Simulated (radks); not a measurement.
Results of a calculation; reference values are marked as such.
Effect of the nuclear size on the silver ion Ag4+, [Kr] 4d7. Level of theory: Dirac Kohn-Sham, exchange-only LDA, spin-unpolarised, spherical densities, finite nucleus; open shells fill j = l - 1/2 first; Fermi nuclear charge, rms radius 4.5454 fm (a radial shooting solver on a logarithmic mesh with Libxc functionals). The rms radius is varied about that value; shifts are against it.

| rms radius (fm) | total energy shift (eV) | density at nucleus (e/bohr^3) | 1s1/2 shift (meV) | 2s1/2 shift (meV) | 4s1/2 shift (meV) | 4p1/2 shift (meV) | 5s1/2 (empty) shift (meV) |
|---|---|---|---|---|---|---|---|
| 3.9045 | -0.739 | 1.481e+05 | -311 | -34.8 | -1.27 | 0.063 | -0.222 |
| 4.1454 | -0.473 | 1.469e+05 | -199 | -22.2 | -0.810 | 0.041 | -0.142 |
| 4.5454 | 0 | 1.451e+05 | 0.000 | 0.000 | 0.000 | 0.000 | 0.000 |
| 4.8909 | 0.438 | 1.437e+05 | 185 | 20.6 | 0.752 | -0.038 | 0.132 |
| 5.2318 | 0.898 | 1.424e+05 | 378 | 42.2 | 1.54 | -0.077 | 0.270 |

Slopes of the eigenvalues against <r^2> in GHz/fm^2, as finite differences over the two radii next to the reference (eigenvalue slopes, not the field-shift constants of lines): 1s1/2 13800, 2s1/2 1540, 4s1/2 56.1, 4p1/2 -2.81, 5s1/2 (empty) 9.83.
